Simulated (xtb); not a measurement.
Te(Br)(NH2) (BrH₂NTe), SMILES N[Te]Br. All values are semi-empirical tight-binding results from xtb (GFN2-xTB unless named), good for trends rather than for accurate numbers. The structure is a stationary point at GFN2-xTB. Other conformers were not sampled.

Optimised geometry:

Bond lengths (Å): Te1–Br2 2.504, Te1–N3 2.002, N3–H4 1.009, N3–H5 1.009. Angles (°): Br2–Te1–N3 100.8, Te1–N3–H4 116.2, Te1–N3–H5 116.2, H4–N3–H5 109.3.
Charge 0, spin multiplicity 1.

Computed properties:
```
Quantity                                       Result
--------------------------------------  -------------
point group as xtb finds it                        Cs
orbital gap                                   3.16 eV
zero-point energy                       15.8 kcal/mol
G − E(el) at 298.15 K (modified RRHO)   -3.4 kcal/mol
static polarisability (D4 model)           71.1 bohr³
solvation energy, GFN2-xTB/ALPB(water)  -4.4 kcal/mol
solvation energy, GFN2-xTB/ALPB(thf)    -6.7 kcal/mol
```

Computed atomic charges and the Wiberg bond orders between heavy atoms:
charges (e) Te1 0.16, Br2 -0.14, N3 -0.36, H4 0.17, H5 0.17. Bond orders Te1–Br2 1.18, Te1–N3 1.20.
